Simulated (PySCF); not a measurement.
The vertical singlet excitations below were computed for one of the candidates. Theory: TDDFT CAM-B3LYP/def2-SVPD, vertical, gas phase, core orbitals frozen in the response (PySCF 2.14.0, density-fitted response routines). Geometries: GFN2-xTB, one conformer each.

```tsv
state	E (eV)	f	main configurations (H = HOMO, L = LUMO)
S1	5.18	0.0042	H-1→L (95%)
S2	5.25	0.0083	H→L+1 (65%), H-2→L (21%), H→L (10%)
S3	5.35	0.0003	H-1→L+1 (97%)
S4	5.38	0.226	H→L (84%)
S5	5.60	0.0004	H→L+2 (62%), H→L+3 (17%)
S6	6.27	0.011	H→L+3 (46%), H→L+2 (23%), H→L+4 (20%)
S7	6.34	0.172	H-2→L (65%), H→L+1 (27%)
S8	6.59	0.0086	H→L+4 (70%), H→L+3 (14%)
```

Task: Which structure fits?
A. `CNC(=S)C#CC1=CC1`
B. `C=CC[C@@H]1CCN1`
C. `c1cnccc1SC`

Result: C. Its S1 lies at 5.18 eV; the nearest of the others has S1 at 6.00 eV. S1 is HOMO-1→LUMO (95%). Löwdin shares by element: HOMO sulfur 50%, carbon 19% or more, nitrogen 9% (atoms not listed hold the other 22%); LUMO carbon 47% or more, nitrogen 20% (atoms not listed hold the other 34%). At the same level the other candidates give, for their lowest levels:
- `CNC(=S)C#CC1=CC1`: 2.74 eV (f 0.003); 3.92 eV (f 0.083); 4.27 eV (f 0.059); 4.55 eV (f 0.078); 4.71 eV (f 0.159); T1 2.41 eV; HOMO -7.36, LUMO -1.09 eV
- `C=CC[C@@H]1CCN1`: 6.00 eV (f 0.032); 6.38 eV (f 0.008); 6.74 eV (f 0.009); 7.06 eV (f 0.007); 7.19 eV (f 0.027); T1 4.46 eV; HOMO -7.74, LUMO 1.12 eV

Conformer computed: `[CH3:1][S:2][c:3]1[cH:4][cH:5][n:6][cH:7][cH:8]1`: C1–S2–C3–C4 179°.
Triplets come from the Tamm–Dancoff approximation.
